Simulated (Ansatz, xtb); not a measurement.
Relative energy of two isomers of F2Ga2H4O2

Structure I: `[F][Ga-]1([F])[OH+][GaH2-][OH+]1`, a singlet. Structure II: `[F][Ga@H-]1[OH+][Ga@@H-]([F])[OH+]1`, a singlet. Both are isolated molecules in the gas phase, relaxed with PBE0-D4/def2-SVP.

Task: Which of the two would you expect CCSD(T)/def2-SVP + ΔMP2/def2-TZVPP electronic energies to favour?

Result: Structure II; the calculation gives E(II) − E(I) = −0.190 eV.

The same difference at several levels:

| level | geometry | E(II) − E(I) (eV) | departure from the last row (eV) | job, with rough time for the two |
| --- | --- | --- | --- | --- |
| PBE0-D4/def2-SVP | PBE0-D4/def2-SVP | −0.231 | −0.040 | optimisation, 2.1 min |
| HF/def2-SVP | PBE0-D4/def2-SVP | −0.162 | +0.028 | part of the CCSD(T) run |
| MP2/def2-SVP | PBE0-D4/def2-SVP | −0.169 | +0.022 | part of the CCSD(T) run |
| CCSD(T)/def2-SVP | PBE0-D4/def2-SVP | −0.166 | +0.025 | single point |
| CCSD(T)/def2-SVP + ΔMP2/def2-TZVPP | PBE0-D4/def2-SVP | −0.190 |  | single point, 2.1 min |

As drawn, both hold the same kinds of bond in the same numbers.

The levels shown agree on the order. The largest departure from CCSD(T)/def2-SVP + ΔMP2/def2-TZVPP is that of PBE0-D4/def2-SVP, 0.040 eV. Levels run at GFN2-xTB geometries aren't shown. The last row adds to CCSD(T) the change of the MP2 difference between the two basis sets, here −0.025 eV.

With thermal terms from frequencies at re-optimised GFN2-xTB minima (ideal gas, soft modes damped towards free rotors, one conformer each, 298.15 K, 1 atm): the zero-point term adds +0.021 eV; ΔH is −0.169 and ΔG −0.174 eV.

The correlated steps freeze 22 core orbitals; the filled d shell of Ga is correlated, in a basis made for valence electrons. Mirror images aren't counted in ΔG. Programs: Ansatz 0.2.0, xtb 6.7.1; the last row on 2 threads of Arm Neoverse V1 on a shared host.
